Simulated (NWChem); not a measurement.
All runs are NWChem calculations. System: CF₂, charge 0, spin multiplicity 1, at a geometry optimised with B3LYP/def2-SVP. The structure started from a generated list of species. Level: CCSD(T)/def2-TZVP, 3 core orbitals frozen.

Part of the output:

```
             Northwest Computational Chemistry Package (NWChem) 7.3.0
             --------------------------------------------------------

                                NWChem Input Module
                                -------------------

 Scaling coordinates for geometry "geometry" by  1.889725989
 (inverse scale =  0.529177249)

 Turning off AUTOSYM since
 SYMMETRY directive was detected!

                             Geometry "geometry" -> ""
                             -------------------------

 Output coordinates in angstroms (scale by  1.889725989 to convert to a.u.)

  No.       Tag          Charge          X              Y              Z
 ---- ---------------- ---------- -------------- -------------- --------------
    1 F                    9.0000     1.02908100     0.00000000    -0.19801000
    2 C                    6.0000     0.00000000     0.00000000     0.59403100
    3 F                    9.0000    -1.02908100     0.00000000    -0.19801000

 Effective nuclear repulsion energy (a.u.)      64.8361796702

            Nuclear Dipole moment (a.u.)
            ----------------------------
        X                 Y               Z
 ---------------- ---------------- ----------------
     0.0000000000     0.0000000000     0.0000113384

      Symmetry information
      --------------------

 Group name             C2v
 Group number             16
 Group order               4
 No. of unique centers     2

      Symmetry unique atoms

     1    2


 Summary of "ao basis" -> "" (spherical)
 ------------------------------------------------------------------------------
       Tag                 Description            Shells   Functions and Types
 ---------------- ------------------------------  ------  ---------------------
 *                         def2-tzvp                  on all atoms

 Summary of "ao basis" -> "ao basis" (spherical)
 ------------------------------------------------------------------------------
       Tag                 Description            Shells   Functions and Types
 ---------------- ------------------------------  ------  ---------------------
 F                         def2-tzvp                11       31   5s3p2d1f
 C                         def2-tzvp                11       31   5s3p2d1f

                                 NWChem SCF Module
                                 -----------------

  ao basis        = "ao basis"
  functions       =    93
  atoms           =     3
  closed shells   =    12
  open shells     =     0
  charge          =   0.00
  wavefunction    = RHF
  use symmetry    = T
  symmetry adapt  = T

 Summary of "ao basis" -> "ao basis" (spherical)
 ------------------------------------------------------------------------------
       Tag                 Description            Shells   Functions and Types
 ---------------- ------------------------------  ------  ---------------------
 F                         def2-tzvp                11       31   5s3p2d1f
 C                         def2-tzvp                11       31   5s3p2d1f

      Symmetry analysis of basis
      --------------------------

        a1         35
        a2         13
        b1         28
        b2         17

 Forming initial guess at       0.0s

      Superposition of Atomic Density Guess
      -------------------------------------

 Sum of atomic energies:        -236.50748494

      Non-variational initial energy
      ------------------------------

 Total energy =    -237.068728
 1-e energy   =    -457.676960
 2-e energy   =     155.772053
 HOMO         =      -0.294860
 LUMO         =       0.002250

      Symmetry analysis of molecular orbitals - initial
      -------------------------------------------------

  Numbering of irreducible representations:

     1 a1          2 a2          3 b1          4 b2

  Orbital symmetries:

     1 a1          2 b1          3 a1          4 a1          5 b1
     6 a1          7 b1          8 a1          9 b2         10 a2
    11 b1         12 a1         13 b2         14 b1         15 a1
    16 a1         17 b2         18 b1         19 a1         20 b1
    21 a1         22 a1

 Starting SCF solution at       0.3s

 ----------------------------------------------
[...]

 Vector   13  Occ=0.000000D+00  E= 8.386935D-02  Symmetry=b2
              MO Center=  5.9D-16,  4.4D-17,  6.2D-01, r^2= 1.9D+00
   Bfn.  Coefficient  Atom+Function         Bfn.  Coefficient  Atom+Function
  ----- ------------  ---------------      ----- ------------  ---------------
    44      0.668249  2 C  py                41      0.372575  2 C  py
    38      0.359377  2 C  py                13     -0.256305  1 F  py
    75     -0.256305  3 F  py                 7     -0.166331  1 F  py
    69     -0.166331  3 F  py

 Vector   14  Occ=0.000000D+00  E= 2.241848D-01  Symmetry=a1
              MO Center= -1.5D-15, -1.0D-17, -3.0D-01, r^2= 4.1D+00
   Bfn.  Coefficient  Atom+Function         Bfn.  Coefficient  Atom+Function
  ----- ------------  ---------------      ----- ------------  ---------------
    36      2.476548  2 C  s                  5     -1.513544  1 F  s
    67     -1.513544  3 F  s                 45     -1.309501  2 C  pz
    42     -0.469860  2 C  pz                12      0.457033  1 F  px
    74     -0.457033  3 F  px

 Vector   15  Occ=0.000000D+00  E= 2.316017D-01  Symmetry=b1
              MO Center= -3.2D-15,  4.0D-16,  9.2D-01, r^2= 4.5D+00
   Bfn.  Coefficient  Atom+Function         Bfn.  Coefficient  Atom+Function
  ----- ------------  ---------------      ----- ------------  ---------------
    43      1.684931  2 C  px                 5     -1.193302  1 F  s
    67      1.193302  3 F  s                 40      0.465932  2 C  px
    14     -0.382467  1 F  pz                76      0.382467  3 F  pz
    54      0.258540  2 C  d  1              12      0.183715  1 F  px
    74      0.183715  3 F  px

 center of mass
 --------------
 x =   0.00000000 y =   0.00000000 z =  -0.01494394

 moments of inertia (a.u.)
 ------------------
          20.430502982950           0.000000000000           0.000000000000
           0.000000000000         164.126216824584           0.000000000000
           0.000000000000           0.000000000000         143.695713841634

  Mulliken analysis of the total density
  --------------------------------------

    Atom       Charge   Shell Charges
 -----------   ------   -------------------------------------------------------
    1 F    9     9.18   0.77  1.20  0.60  1.02  0.31  2.24  2.27  0.75  0.00  0.02  0.00
    2 C    6     5.65   0.86  1.12  0.63  0.81  0.33  0.87  0.72  0.10  0.05  0.13  0.03
    3 F    9     9.18   0.77  1.20  0.60  1.02  0.31  2.24  2.27  0.75  0.00  0.02  0.00

       Multipole analysis of the density wrt the origin
       ------------------------------------------------

     L   x y z        total         open         nuclear
     -   - - -        -----         ----         -------
     0   0 0 0     -0.000000      0.000000     24.000000

     1   1 0 0     -0.000000      0.000000      0.000000
     1   0 1 0      0.000000      0.000000      0.000000
     1   0 0 1     -0.139638      0.000000      0.000011

     2   2 0 0    -12.093400      0.000000     68.072123
     2   1 1 0     -0.000000      0.000000      0.000000
     2   1 0 1     -0.000000      0.000000      0.000000
     2   0 2 0    -10.430493      0.000000      0.000000
     2   0 1 1      0.000000      0.000000      0.000000
     2   0 0 2    -12.762179      0.000000     10.081044

                   NWChem Extensible Many-Electron Theory Module
                   ---------------------------------------------


            General Information
            -------------------
      Number of processors :     1
         Wavefunction type : Restricted Hartree-Fock
          No. of electrons :    24
           Alpha electrons :    12
            Beta electrons :    12
           No. of orbitals :   186
            Alpha orbitals :    93
             Beta orbitals :    93
        Alpha frozen cores :     3
         Beta frozen cores :     3
     Alpha frozen virtuals :     0
      Beta frozen virtuals :     0
         Spin multiplicity : singlet
    Number of AO functions :    93
       Number of AO shells :    33
        Use of symmetry is : on
      Symmetry adaption is : on
         Schwarz screening : 0.10D-09

          Correlation Information
          -----------------------
          Calculation type : Coupled-cluster singles & doubles w/ perturbation
   Perturbative correction : (T)
            Max iterations :      100
        Residual threshold : 0.10D-05
     T(0) DIIS level shift : 0.00D+00
     L(0) DIIS level shift : 0.00D+00
     T(1) DIIS level shift : 0.00D+00
     L(1) DIIS level shift : 0.00D+00
     T(R) DIIS level shift : 0.00D+00
     T(I) DIIS level shift : 0.00D+00
   CC-T/L Amplitude update :  5-th order DIIS
                I/O scheme : Global Array Library
        L-threshold :  0.10D-05
        EOM-threshold :  0.10D-05
 no EOMCCSD initial starts read in
 TCE RESTART OPTIONS
 SLICE:      F
 D4D5:       F
 quantumc:   F
 qrotation:  F
 pwtce:      F
 qducc:      F
 nacto:                         0
 nrotv:                         0
 nrot:                          0

            Memory Information
            ------------------
          Available GA space size is     249028151 doubles
          Available MA space size is     104854020 doubles

 Maximum block size supplied by input
 Maximum block size        24 doubles

 tile_dim =     24

 -------------------------------------------------

 Global array virtual files algorithm will be used

 Parallel file system coherency ......... OK

 4-electron integrals stored in orbital form

 v2    file size   =          3773467
 4-index algorithm nr.  13 is used
 imaxsize =       30
 imaxsize ichop =        0


CCSD iterations
 ---------------------------------------------------------
 Iter          Residuum       Correlation     Cpu    Wall
 ---------------------------------------------------------
    1   0.2152213186951  -0.6287979937139     0.4     0.4
    2   0.0499383609021  -0.6255982740266     0.4     0.4
    3   0.0178623841819  -0.6362234554599     0.4     0.4
    4   0.0093760344020  -0.6366532583537     0.4     0.4
    5   0.0044640460334  -0.6378005203594     0.4     0.4
    6   0.0020316054637  -0.6381679149290     0.5     0.5
    7   0.0009690741085  -0.6382566659732     0.4     0.4
    8   0.0005488420153  -0.6382689562588     0.4     0.4
    9   0.0003259883784  -0.6382741372153     0.4     0.4
   10   0.0001937513154  -0.6382853052357     0.4     0.4
   11   0.0000263551273  -0.6382973998813     0.4     0.4
   12   0.0000100783091  -0.6382973629213     0.4     0.4
   13   0.0000050668078  -0.6382983888320     0.4     0.4
   14   0.0000027583493  -0.6382983765400     0.5     0.5
   15   0.0000016871464  -0.6382984978396     0.4     0.4
   16   0.0000005456188  -0.6382985279155     0.4     0.4
 -----------------------------------------------------------------
 Iterations converged
 CCSD correlation energy / hartree =        -0.638298527915491
 CCSD total energy / hartree       =      -237.406494175535954

 Singles contributions

 Doubles contributions
 CCSD(T)
 Using plain CCSD(T) code
             total no. of tasks          925
 total no. of tasks / no. procs          925
                         wl_min         1728           3.5
                         wl_max       663552           9.3
        thresh for no. of tasks          925

 CCSD[T]  correction energy / hartree =        -0.024249123637757
 CCSD[T] correlation energy / hartree =        -0.662547651553248
 CCSD[T] total energy / hartree       =      -237.430743299173713
 CCSD(T)  correction energy / hartree =        -0.022263730868904
 CCSD(T) correlation energy / hartree =        -0.660562258784395
 CCSD(T) total energy / hartree       =      -237.428757906404854

 Task  times  cpu:       21.4s     wall:       21.4s

 Total times  cpu:       21.4s     wall:       21.4s
```

Question: Write an NWChem input that would produce this output.

Answer: This is not unique; one that fits is 
```
start mol
memory heap 100 mb stack 700 mb global 1900 mb
geometry units angstroms nocenter noautoz
  F      1.029081     0.000000    -0.198010
  C      0.000000     0.000000     0.594031
  F     -1.029081     0.000000    -0.198010
  symmetry group C2v
end
basis spherical
  * library def2-tzvp
end
scf
  rhf
  nopen 0
  maxiter 100
  thresh 1e-7
  semidirect memsize 60000000 filesize 0
end
tce
  freeze core 3
  ccsd(t)
  2eorb
  2emet 13
  thresh 1e-6
  maxiter 100
  tilesize 24
end
task tce energy
```
